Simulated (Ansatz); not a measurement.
Consider the ligand exchange at the Si–F bond: `C[SiH2][SiH2]F` + arsine → `C[SiH2][SiH2][AsH2]` + H–F.

Calculated with Ansatz (gas phase, PBE0-D4/def2-TZVP geometries, no zero-point term in ΔE). CCSD(T)/CBS is the MP2 limit (def2-TZVPP, def2-QZVPP) plus CCSD(T) − MP2 in def2-TZVPP, frozen cores. This one scheme is used for every species. DFT in def2-TZVPP. B3LYP here is the variant with VWN-RPA as its local correlation; programs differ in this. For As outer-core shells are correlated without core-valence functions, which leaves a few kJ/mol of doubt a bond. Scalar relativity is left out up to krypton. One conformer a species, not always the lowest.

CCSD(T)/CBS gives +0.84 eV.

Q: Another level gave +0.93 eV. Which?
A. ωB97M-V/def2-TZVPP
B. MP2/def2-TZVPP
C. B3LYP/def2-TZVPP
D. PBE-D4/def2-TZVPP

A: A. ωB97M-V 0.93, PBE-D4 0.73, B3LYP 1.05, MP2/def2-TZVPP 0.81 eV.

Largest T1 diagnostic among the species: 0.012.

In def2-TZVPP, CCSD(T) changes the Hartree–Fock value by −0.35 eV (the triples alone add −0.05 eV) and MP2 by −0.40 eV. The D4 term adds −0.13 eV with B3LYP and −0.07 eV with PBE0; it sums over pairs of atoms, weighted by their polarisabilities, and B3LYP, whose exchange is more repulsive, gets the larger term.
